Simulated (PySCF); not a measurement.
# Computed properties of AuCl, SMILES [Au][Cl], multiplicity 1

AuCl, SMILES [Cl][Au], multiplicity 1. Coordinates come from a B3LYP-D3(BJ)/def2-TZVPD optimisation. The multiplicity is an assumed one; other spin states were not compared. The def2 effective core potentials stand for the cores of Au; spin–orbit coupling is left out. Other conformers were not sampled. All values are computed for the isolated molecule unless a solvent is named; none is compared with measurement here.

**Structure.** The optimised structure has C∞v symmetry. All 1 harmonic modes at B3LYP-D3(BJ)/def2-TZVPD (PySCF) are real, so it is a minimum.

**Vibrations.** The strongest infrared lines (harmonic, unscaled, degenerate partners summed) lie at 347 cm⁻¹ (10 km/mol, Cl 85 %, Au 15 %). The softest mode is at 347 cm⁻¹ and the zero-point energy is 0.5 kcal/mol.

**Electronic structure.** r2SCAN/def2-TZVPD (PySCF) places the frontier levels at -7.02 and -4.63 eV, a gap of 2.39 eV, and gives a dipole moment of 3.60 D and a mean polarisability of 46.2 bohr³. PBE/def2-TZVPD (PySCF) at the same geometry gives -6.80 and -4.84 eV, so its gap is 0.43 eV narrower. An orbital gap is neither the optical nor the fundamental gap.

**Excitations.** TDA-B3LYP/def2-TZVPD (PySCF) has S1 at 2.50 eV (496 nm, f = 0.015, weak); the most intense of the 10 singlets computed lies at 3.09 eV (f = 0.05). Strengths of degenerate partners are summed. T1 (TDA) is at 1.92 eV, 0.58 eV under S1. TDA-PBE/def2-TZVPD (PySCF) puts S1 at 2.25 eV.
